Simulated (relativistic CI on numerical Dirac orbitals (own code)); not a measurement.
Hyperfine structure of I⁴⁸⁺, mass number 129

Computed by Dirac-Coulomb-Breit CI, KLI orbitals optimised for each configuration, a model potential for QED, unscaled Slater integrals (own radial code, finite nucleus).

CI space (outside the closed core 1s2): 2s2.2p, 2s.2p2, 2p3, 2p2.3s, 2p2.3p, 2p2.3d, 2s2.3s, 2s2.3p, 2s2.3d, 2s.2p.3s, 2s.2p.3p, 2s.2p.3d, 2s2.4s, 2s2.4p, 2s2.4d, 2s2.4f. Levels of other configurations are missing.

Nuclear spin I = 7/2, μ = 2.6165 μN, Q = -0.483 b (tables of Stone and Pyykkö). The electronic factors are computed for point nuclear moments, without core polarisation or the Bohr-Weisskopf and QED corrections.

```
         Level  E (10³ cm⁻¹)  A (GHz)  B (GHz)
2s2.2p 2P°_1/2           0.0     1438         
 2s.2p2 4P_1/2        1281.3     4331         
2s2.2p 2P°_3/2        2663.0    222.4     -271
 2s.2p2 4P_3/2        3553.8     1141     -214
 2s.2p2 2D_5/2        3808.1     1308     -175
 2s.2p2 2D_3/2        4209.4    9.771     -174
 2s.2p2 2P_1/2        4213.7    -1407         
 2s.2p2 4P_5/2        6366.6     1088    -95.1
```

Levels with J = 0, under 50 % of one LS term, or S terms without an open s electron are left out. Small factors come from cancelling terms and can be off by tens of per cent or more.

At this charge energies of transitions that change n are usually good to better than 1 %, and those within a shell (Δn = 0) to a few per cent.

(1) Give the hyperfine levels of 2s2.2p 2P°_1/2 relative to its centre of gravity.

Answers

(1) With K = F(F + 1) − I(I + 1) − J(J + 1), E = AK/2: F = 3: -3235, F = 4: 2516 GHz.

LS names give the leading component of a level, which can be under half, so a name can repeat, a term be missing and a line seem to break the LS rules.
